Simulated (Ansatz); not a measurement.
Molecule: sum formula H$_{2}$BO, charge -1, multiplicity 1. It need not be the lowest isomer of its formula. Whether it binds its extra electron was not tested at this geometry. 
Structure (B3LYP-D3(BJ)/def2-TZVP (Ansatz, a first-principles code) minimum search):
SMILES: [O-]B
```xyz
4

B     -0.5488     0.1790    -0.1233
O      0.6455    -0.2105     0.1450
H     -1.4037    -0.5182    -0.7351
H     -1.0164     1.3075     0.1916
```
Charge -1, spin multiplicity 1.

Basis-set convergence of Hartree-Fock and CCSD(T) correlation energies (hartree) with Ansatz. Correlated levels leave the core frozen unless marked. Spin-orbit coupling is left out. No relativistic terms. This anion needs diffuse functions, which these sets lack.

```
basis    functions       E(HF)  E(corr, CCSD(T))
-------  ---------  ----------  ----------------
cc-pVDZ         38  -100.72622          -0.31676
cc-pVTZ         88  -100.76546          -0.39225
cc-pVQZ        170  -100.77527          -0.41776
cc-pV5Z        292  (withheld)        (withheld)
```

Q: Fill in the missing entries.

A: 
- cc-pV5Z, E(HF): -100.77807
- cc-pV5Z, E(corr, CCSD(T)): -0.42671
